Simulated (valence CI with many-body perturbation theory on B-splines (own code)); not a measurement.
## Yb⁶⁵⁺: electric-dipole lines

Level of theory: relativistic CI+MBPT: three valence electrons over a frozen Dirac-Fock core [He], a basis of 11 s, 11 p, 9 d, 7 f, 5 g, 2 h, 1 i functions for each j, with the one-electron correlation potential Σ1 (screened to all orders), the two-electron term Σ2, the three-electron term Σ3, Breit, model QED; selected single and double excitations, second order for the rest (own B-spline code, finite nucleus).

No measured spectrum was set against this ion. As an estimate, large intervals hold to a few tenths of a per cent, small ones and those within an open d or f shell to about a per cent.

Lines 1 to 50 of 280 in falling wavelength, among levels below 11503 eV, chosen from the strongest by gf and those to the six lowest levels. Wavelengths and rates use the calculated energies. Electric multipoles are in the length gauge, E1 and E2 with the static RPA response of the core. Weak lines are less certain than strong ones. Lines between different terms over intervals too small for the method are left out, as are lines whose strength nearly cancels. The highest levels of a list are the least certain.

Levels are named by their leading jj configuration (3d3/2^4 stands for four electrons in 3d with j = 3/2), which in mixed levels can hold well under half, so a name can repeat and another be missing. Letters in brackets count levels of one name in rising energy.

```tsv
λ vac (Å)	Upper	Lower	A (s⁻¹)	S (a.u.)
87.80	(2p1/2 2p3/2 3d5/2) J=9/2	(2p1/2 2p3/2 3p3/2) J=7/2	2.98e+10	9.95e-02
87.72	(2s 2p3/2 3d5/2) J=9/2	(2s 2p3/2 3p3/2) J=7/2	2.62e+10	8.72e-02
87.70	(2p1/2 2p3/2 3d5/2) J=7/2 [b]	(2p1/2 2p3/2 3p3/2) J=5/2 [b]	2.42e+10	6.45e-02
87.67	(2p1/2 2p3/2 3d5/2) J=7/2 [a]	(2p1/2 2p3/2 3p3/2) J=5/2 [a]	2.19e+10	5.83e-02
87.28	(2s 2p1/2 3d5/2) J=7/2	(2s 2p1/2 3p3/2) J=5/2	2.81e+10	7.39e-02
86.72	(2s 2p3/2 3d5/2) J=7/2 [a]	(2s 2p3/2 3p3/2) J=5/2 [a]	2.10e+10	5.42e-02
86.51	(2s 2p3/2 3d5/2) J=7/2 [b]	(2s 2p3/2 3p3/2) J=5/2 [b]	2.12e+10	5.41e-02
86.16	(2p1/2^2 3d5/2) J=5/2	(2p1/2^2 3p3/2) J=3/2	3.11e+10	5.89e-02
85.10	(2s^2 3d5/2) J=5/2	(2s^2 3p3/2) J=3/2	2.36e+10	4.30e-02
85.02	(2s 2p1/2 3d5/2) J=5/2 [a]	(2s 2p1/2 3p3/2) J=3/2 [a]	2.82e+10	5.13e-02
82.40	(2p1/2 2p3/2 3d5/2) J=5/2 [a]	(2p1/2 2p3/2 3p3/2) J=3/2 [a]	2.36e+10	3.91e-02
82.07	(2s 2p1/2 3d5/2) J=5/2 [b]	(2s 2p1/2 3p3/2) J=3/2 [b]	2.76e+10	4.52e-02
71.61	(2s 2p1/2 2p3/2) J=3/2 [a]	(2s^2 2p3/2) J=3/2	9.40e+08	6.81e-04
58.35	(2s 2p1/2 2p3/2) J=5/2	(2s^2 2p3/2) J=3/2	7.63e+09	4.49e-03
50.27	(2s 2p1/2^2) J=1/2	(2s^2 2p1/2) J=1/2	2.12e+10	2.66e-03
47.88	(2p1/2^2 2p3/2) J=3/2	(2s 2p1/2 2p3/2) J=1/2	1.29e+10	2.79e-03
44.32	(2s 2p1/2 2p3/2) J=1/2	(2s^2 2p3/2) J=3/2	1.63e+10	1.40e-03
44.00	(2s 2p1/2 2p3/2) J=3/2 [b]	(2s^2 2p3/2) J=3/2	1.18e+10	1.98e-03
38.01	(2p1/2^2 2p3/2) J=3/2	(2s 2p1/2 2p3/2) J=5/2	6.98e+10	7.56e-03
33.97	(2p1/2 2p3/2 3d3/2) J=5/2 [b]	(2p1/2 2p3/2 3p1/2) J=3/2 [b]	2.23e+11	2.59e-02
33.92	(2p1/2^2 2p3/2) J=3/2	(2s 2p1/2 2p3/2) J=3/2 [a]	1.95e+10	1.50e-03
33.59	(2s 2p1/2 3d3/2) J=3/2 [b]	(2s 2p1/2 3p1/2) J=1/2 [b]	2.20e+11	1.65e-02
33.46	(2p1/2 2p3/2 3d3/2) J=3/2 [b]	(2p1/2 2p3/2 3p1/2) J=3/2 [b]	2.59e+11	1.91e-02
32.47	(2s 2p3/2 3d3/2) J=5/2 [a]	(2s 2p3/2 3p1/2) J=5/2	2.40e+11	2.43e-02
32.31	(2s 2p3/2 3d3/2) J=5/2 [a]	(2s 2p3/2 3p1/2) J=3/2 [a]	2.05e+11	2.05e-02
31.97	(2s 2p3/2 3d3/2) J=5/2 [b]	(2s 2p3/2 3p1/2) J=3/2 [b]	4.30e+11	4.16e-02
31.84	(2p1/2 2p3/2 3d3/2) J=5/2 [a]	(2p1/2 2p3/2 3p1/2) J=3/2 [a]	3.57e+11	3.41e-02
31.83	(2s 2p3/2 3d3/2) J=7/2	(2s 2p3/2 3p1/2) J=5/2	4.32e+11	5.50e-02
31.83	(2s 2p3/2 3d3/2) J=3/2 [a]	(2s 2p3/2 3p1/2) J=3/2 [a]	3.75e+11	2.39e-02
31.73	(2s 2p1/2 3d3/2) J=3/2 [a]	(2s 2p1/2 3p1/2) J=1/2 [a]	4.33e+11	2.73e-02
31.68	(2s^2 3d3/2) J=3/2	(2s^2 3p1/2) J=1/2	4.47e+11	2.80e-02
31.66	(2s 2p3/2 3p3/2) J=3/2 [a]	(2s 2p3/2 3s) J=3/2 [a]	5.53e+11	3.47e-02
31.63	(2p1/2^2 3d3/2) J=3/2	(2p1/2^2 3p1/2) J=1/2	4.35e+11	2.72e-02
31.61	(2p1/2 2p3/2 3d3/2) J=7/2	(2p1/2 2p3/2 3p1/2) J=5/2	4.43e+11	5.52e-02
31.57	(2s 2p3/2 3d5/2) J=5/2 [b]	(2p1/2 2p3/2 3s) J=3/2 [a]	1.78e+11	1.66e-02
31.53	(2s 2p1/2 3d3/2) J=5/2	(2s 2p1/2 3p1/2) J=3/2	4.38e+11	4.06e-02
31.48	(2s 2p3/2 3d3/2) J=1/2 [a]	(2s 2p3/2 3p1/2) J=3/2 [a]	5.07e+11	1.56e-02
31.44	(2p1/2 2p3/2 3d3/2) J=3/2 [a]	(2p1/2 2p3/2 3p1/2) J=1/2	2.56e+11	1.57e-02
31.35	(2s 2p1/2 3p3/2) J=3/2 [b]	(2s 2p1/2 3s) J=1/2 [b]	3.83e+11	2.33e-02
30.97	(2s 2p3/2 3p3/2) J=5/2 [b]	(2s 2p3/2 3s) J=3/2 [b]	7.12e+11	6.27e-02
30.91	(2p1/2 2p3/2 3p3/2) J=5/2 [a]	(2p1/2 2p3/2 3s) J=3/2 [a]	5.34e+11	4.67e-02
30.91	(2s 2p1/2 3p3/2) J=1/2	(2s 2p1/2 3s) J=1/2 [b]	6.47e+11	1.89e-02
30.84	(2p1/2 2p3/2 3p3/2) J=7/2	(2p1/2 2p3/2 3s) J=5/2	6.27e+11	7.26e-02
30.59	(2s 2p3/2 3p3/2) J=7/2	(2s 2p3/2 3s) J=5/2	7.65e+11	8.64e-02
30.38	(2p1/2 2p3/2 3d3/2) J=5/2 [b]	(2p1/2 2p3/2 3p1/2) J=5/2	1.88e+11	1.56e-02
30.37	(2p1/2 2p3/2 3p3/2) J=3/2 [b]	(2p1/2 2p3/2 3s) J=3/2 [b]	3.24e+11	1.79e-02
30.26	(2s 2p3/2 3p3/2) J=5/2 [a]	(2s 2p3/2 3s) J=3/2 [a]	3.59e+11	2.94e-02
29.89	(2s 2p3/2 3p3/2) J=1/2 [a]	(2s 2p3/2 3s) J=3/2 [a]	7.41e+11	1.95e-02
29.78	(2s 2p1/2 3p3/2) J=3/2 [a]	(2s 2p1/2 3s) J=1/2 [a]	7.73e+11	4.03e-02
29.71	(2p1/2^2 3p3/2) J=3/2	(2p1/2^2 3s) J=1/2	7.20e+11	3.73e-02
```
